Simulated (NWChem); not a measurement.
System: hexafluorodisilane (Si2F6); SMILES F[Si](F)(F)[Si](F)(F)F

```xyz
8

F      0.3886    -1.4468     1.7195
Si     0.0000     0.0000     1.1580
F      1.0587     1.0599     1.7195
F     -1.4473     0.3869     1.7195
Si     0.0000     0.0000    -1.1580
F      1.4496    -0.3781    -1.7195
F     -1.0522    -1.0663    -1.7195
F     -0.3974     1.4444    -1.7195
```
Atoms are numbered in this order, from 1.

Results from NWChem. The geometry was optimised at PBE0/def2-SVP. B3LYP is NWChem's, with the RPA form of VWN correlation. Static field.

Order these by “isotropic polarisability (bohr³)”, lowest first: BHandHLYP/aug-cc-pVDZ; B3LYP/aug-cc-pVDZ; PBE/aug-cc-pVDZ.

BHandHLYP/aug-cc-pVDZ (42.7), B3LYP/aug-cc-pVDZ (46.3), PBE/aug-cc-pVDZ (49.6)
